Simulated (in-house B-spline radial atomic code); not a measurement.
Computed with a B-spline radial atomic code. Model: two electrons, singlet ground state, non-relativistic, full CI in B-splines with partial waves to l = 8 (at full coupling up to 3e-4 hartree above the limit, correlation up to 0.6 % small), density held at that of full coupling by Lieb maximisation.

W(λ) is the mean repulsion in the state of coupling λ less the Hartree energy of the fixed density. Its start is exact exchange, its initial slope is twice the second-order Görling-Levy correlation energy, and its area from 0 to 1 is E_xc. A straight curve means weak, dynamic correlation, and a curve that drops fast and flattens means strong correlation.

Command:
```bash
python run_ac.py task.json out
```
Settings (lengths in bohr, energies in hartree):
```
potential              coulomb
strength               3
lmax                   8
wall_radius            1.4
```

Cost of the run: 6.4 s on 1 thread of Intel(R) Xeon(R) Processor @ 2.30GHz, on a shared host.

**W = mean repulsion less Hartree energy, and W of three functionals.**

Given: confinement point charge; nuclear charge 3; hard wall radius 1.4 bohr; external potential -Z/r.

Computed: LDA exchange minus exact 272.07 millihartree; PBE exchange minus exact 54.397 millihartree.

```csv
coupling,W xc (hartree),W xc minus exchange (millihartree),kinetic minus Kohn-Sham (millihartree),LDA (PW92) W minus its exchange (millihartree),PBE W minus its exchange (millihartree),SCAN W minus its exchange (millihartree)
0,-1.8809,0,0,0,0,0
0.02,?,?,?,?,?,?
0.05,?,?,?,?,?,?
0.12,-1.8918,-10.967,0.7,-54.92,-12.53,-10.95
0.25,-1.9034,-22.488,2.8,-93.84,-26.02,-22.24
0.4,-1.9162,-35.337,7,-130.1,-41.21,-34.7
0.6,-1.9326,-51.768,15.2,-170.43,-60.74,-50.51
0.8,-1.9483,-67.446,26.1,-204.9,-79.39,-65.52
1,-1.9633,-82.42,39.6,-235.31,-97.19,-79.8
1.4,-1.9913,-110.43,73.1,-287.52,-130.39,-106.45
2,-2.0291,-148.19,137.1,-351.41,-174.92,-142.4
3,-2.0827,-201.83,270.3,-434.23,-237.87,-193.77
4.5,-2.1468,-265.91,508.5,-526.22,-313.15,-256.05
7,-2.2246,-343.75,950,-633.31,-405.96,-333.6
10,-2.2891,-408.21,1492,-721.58,-485.46,-399.65
```

Task: What belongs in the row 0.02?

Result: W xc (hartree): -1.8827; W xc minus exchange (millihartree): -1.85; kinetic minus Kohn-Sham (millihartree): 0; LDA (PW92) W minus its exchange (millihartree): -13.42; PBE W minus its exchange (millihartree): -2.07; SCAN W minus its exchange (millihartree): -1.87.

Task: What belongs in the row 0.05?

Result: W xc (hartree): -1.8855; W xc minus exchange (millihartree): -4.609; kinetic minus Kohn-Sham (millihartree): 0.1; LDA (PW92) W minus its exchange (millihartree): -28.01; PBE W minus its exchange (millihartree): -5.2; SCAN W minus its exchange (millihartree): -4.64.

Task: What is the SCAN exchange minus exact?

Result: 4.7144 millihartree.

**Energy parts, natural occupations and partial-wave weights.**

Computed: total energy -6.8731 hartree; kinetic part of the DFT correlation energy 0.039583 hartree; initial slope twice GL2 -0.092715 hartree; kinetic part over minus potential part 0.48025; Hartree energy 3.7617 hartree; Kohn-Sham kinetic 8.9937 hartree; Lieb Oxford ratio E_xc over LDA exchange 1.1957.

| natural | occupation of the shell (electrons) |
| --- | --- |
| s | 1.9952 |
| p | 0.0033346 |
| s | 0.0011278 |
| d | ? |
| p | 8.2189e-05 |
| f | 2.1579e-05 |

Task: What belongs in the row d?

Result: occupation of the shell (electrons): 0.00016261.

```json
{"wave": "s", "weight": "0.99818"}
{"wave": "p", "weight": "?"}
{"wave": "d", "weight": "8.8729e-05"}
{"wave": "f", "weight": "1.2572e-05"}
{"wave": "g", "weight": "2.9454e-06"}
```

Task: What belongs in the row p?

Result: weight: 0.0017114.

Task: What is the exchange energy?

Result: -1.8809 hartree.

Task: What is the correlation energy?

Result: -0.042838 hartree.

Half-way to full coupling W has made 53 % of its drop, against 50 % for a straight line, and second-order (GL2) theory, half the initial slope, overshoots the correlation energy by about 8 %: a moderate bend, as in light atoms. Over couplings 0 to 1 the errors in E_xc come to about +173 millihartree for LDA, +47 millihartree for PBE, +5.8 millihartree for SCAN, so SCAN is nearest. In LDA and PBE the errors of exchange and correlation have opposite signs, so the sum is smaller than the larger of the two.
